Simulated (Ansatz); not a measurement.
`CO[SiH](O)O` → C• + 6 H• + 3 O• + Si•  (atomization)

Program: Ansatz. Geometries: PBE0-D4/def2-TZVP. ΔE: electronic, gas phase. CCSD(T)/CBS adds triple-zeta CCSD(T) − MP2 to the extrapolated MP2 energy (def2 sets, frozen cores). This one scheme is used for every species, atoms too. Functionals use def2-TZVPP. HSE06 is defined as in plane-wave codes. Open shells (•) are unrestricted, without spin–orbit coupling. Spin–orbit coupling would lower the free atoms: a little for C, O, Si. One conformer a species, not always the lowest.

```tsv
level	ΔE (kJ/mol)	difference from CCSD(T)/CBS
PBE-D4	4370.0	22.8
r2SCAN-D4	4324.9	-22.3
PBE0-D4	4278.6	-68.6
HSE06-D4	4282.2	-65.0
CAM-B3LYP-D4	4344.2	-3.0
ωB97M-V	4336.4	-10.8
revPBE	4188.9	-158.3
BLYP	4266.2	-81.0
r2SCAN	4320.1	-27.1
r2SCAN0	4234.9	-112.3
HSE06	4267.0	-80.2
HF/def2-TZVPP	3102.4	-1244.8
CCSD(T)/def2-TZVPP	4219.5	-127.7
HF/def2-QZVPP	3112.7	-1234.5
HF/CBS(def2)	3114.3	-1232.9
CCSD/CBS(def2)	4286.3	-60.9
CCSD(T)/CBS	4347.2	0
```

Largest T1 diagnostic among the species: 0.012.

From PBE to PBE0 (25 % exact exchange), in def2-TZVPP and without D4, ΔE moves by −88.3 kJ/mol: exact exchange takes away binding that semilocal exchange gives to molecules. The D4 term adds +31.3 kJ/mol with B3LYP and +16.4 kJ/mol with PBE0; it sums over pairs of atoms, weighted by their polarisabilities, and B3LYP, whose exchange is more repulsive, gets the larger term.

B3LYP here is the variant with VWN-RPA as its local correlation; programs differ in this.

For atomizations the MP2-based limit and the directly extrapolated one differ by several kJ/mol either way, and by 10 to 25 for some Ge, Se and Sn compounds, so smaller differences from it don't rank the levels.
